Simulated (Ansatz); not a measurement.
C3H11InOSi (SMILES C[Si](C)(C)[O][InH2]), singlet, at the geometry of the source list (all electrons, no relativity); CASSCF(2,4)/STO-3G (Ansatz, an electronic-structure program).

The Ansatz input:
Ansatz 0.2 input:
```yaml
crystal:
  periodic: [false, false, false]
  atoms:
    - {symbol: In, position_ang: [0.63690000, -0.61290000, 2.70760000]}
    - {symbol: H, position_ang: [-1.01140000, -0.65290000, 3.11070000]}
    - {symbol: H, position_ang: [1.95650000, -0.92470000, 3.74120000]}
    - {symbol: O, position_ang: [1.22500000, -0.10300000, 0.90140000]}
    - {symbol: Si, position_ang: [0.21230000, 0.10810000, -0.34890000]}
    - {symbol: C, position_ang: [-1.01530000, 1.50630000, 0.09760000]}
    - {symbol: C, position_ang: [1.24310000, 0.51560000, -1.89340000]}
    - {symbol: C, position_ang: [-0.80380000, -1.50100000, -0.55780000]}
    - {symbol: H, position_ang: [-1.72680000, 1.71190000, -0.69490000]}
    - {symbol: H, position_ang: [-0.48330000, 2.42880000, 0.31680000]}
    - {symbol: H, position_ang: [-1.57400000, 1.22440000, 0.99360000]}
    - {symbol: H, position_ang: [1.82460000, 1.41900000, -1.74490000]}
    - {symbol: H, position_ang: [0.60350000, 0.66820000, -2.75630000]}
    - {symbol: H, position_ang: [1.93350000, -0.28720000, -2.12580000]}
    - {symbol: H, position_ang: [-1.37520000, -1.68730000, 0.35630000]}
    - {symbol: H, position_ang: [-0.14570000, -2.35280000, -0.71390000]}
    - {symbol: H, position_ang: [-1.49970000, -1.46040000, -1.38930000]}
basis:
  gaussian:
    orbitals: STO-3G
hamiltonian:
  xc: hf
magnetization: {spin_polarized: false}
correlation: {active_space: {window: {electrons: 2, orbitals: 4}}}
```

Task: Write the output that Ansatz gives for this input, abridged.

Result: 
```
Functional definition: HF
908 factors; integrals over basis functions are off by at most 5.4e-5 eV
mean field evaluation 1: about -167647.4121 eV, gradient 2.7e1 eV
mean field evaluation 2: about -167647.5706 eV, gradient 2.7e1 eV
mean field evaluation 4: about -167650.4739 eV, gradient 2.4e0 eV
mean field evaluation 8: about -167650.5039 eV, gradient 4.3e-4 eV
mean field -167650.50387611 eV, -6161.0423798542 hartree, gradient 1.5e-6 eV, S^2 0.000000; 0 other end points of the search recorded, 0 dependent functions left out
reference -167650.50387611 eV, -6161.0423798542 hartree; 50, 50 occupied and 17, 17 virtual orbitals, 908 factors
state -167650.93119015 eV, -6161.0580833555 hartree
2 active orbitals were swapped for others, from the solution at -167650.87644405 eV, -6161.0560714732 hartree to that at -167650.93119015 eV, -6161.0580833555 hartree; typed "places" are swapped only where nearly empty or full, and so, without "given_window_search", are "orbital_numbers", "shells" and a window whose orbitals a file names under [Active]
Total energy: -167650.93119015 eV, -6161.0580833555 hartree
```
